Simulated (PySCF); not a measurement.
All of these have the formula C5H6F3N. Computed with TDDFT B3LYP/def2-SVPD, vertical, gas phase, core orbitals frozen in the response (PySCF 2.14.0, density-fitted response routines). Geometries: GFN2-xTB; one conformer of each isolated species. Triplets are in the Tamm–Dancoff approximation.

A. `C(C(F)(F)F)/C(C=C)=N/[H]`
B. `N[C@@H]1CC=C1C(F)(F)F`
C. `C=CC/N=C/C(F)(F)F`

Lowest singlet levels (six at most, fewer where fewer were computed) with oscillator strengths:

1. 259 nm (f 0.002); 230 nm (f 0.010); 184 nm (f 0.005); 172 nm (f 0.218); 169 nm (f 0.024); 164 nm (f 0.196); T1 3.97 eV
2. 253 nm (f 0.001); 198 nm (f 0.017); 181 nm (f 0.110); 178 nm (f 0.089); 175 nm (f 0.016); 174 nm (f 0.013); T1 4.25 eV
3. 284 nm (f 0.003); 215 nm (f 0.217); 179 nm (f 0.021); 175 nm (f 0.023); 172 nm (f 0.014); 167 nm (f 0.012); T1 3.46 eV

Question: Match each spectrum to its molecule.

Answer: 1 = C, 2 = B, 3 = A.
- A: S1 at 4.37 eV, HOMO→LUMO (85%), HOMO-1→LUMO (14%); Löwdin shares by element: HOMO nitrogen 55%, carbon 30% or more (atoms not listed hold the other 15%); LUMO carbon 61% or more, nitrogen 21% (atoms not listed hold the other 18%); HOMO -7.64 and LUMO -1.99 eV.
- B: S1 at 4.91 eV, HOMO→LUMO (99%); Löwdin shares by element: HOMO nitrogen 58%, carbon 22% or more, hydrogen 6% or more; LUMO carbon 69% or more, hydrogen 6% or more (atoms not listed hold the other 25%); HOMO -6.95 and LUMO -1.00 eV.
- C: S1 at 4.79 eV, HOMO-1→LUMO (82%), HOMO→LUMO (16%); Löwdin shares by element: HOMO carbon 75% or more, nitrogen 8% (atoms not listed hold the other 16%); LUMO carbon 38% or more, nitrogen 35%, hydrogen 5% or more (atoms not listed hold the other 22%); HOMO -7.81 and LUMO -1.61 eV.
B and C have S1 within 0.13 eV of each other; their strongest listed levels stand at 6.83 eV (f 0.110) and 7.22 eV (f 0.218).
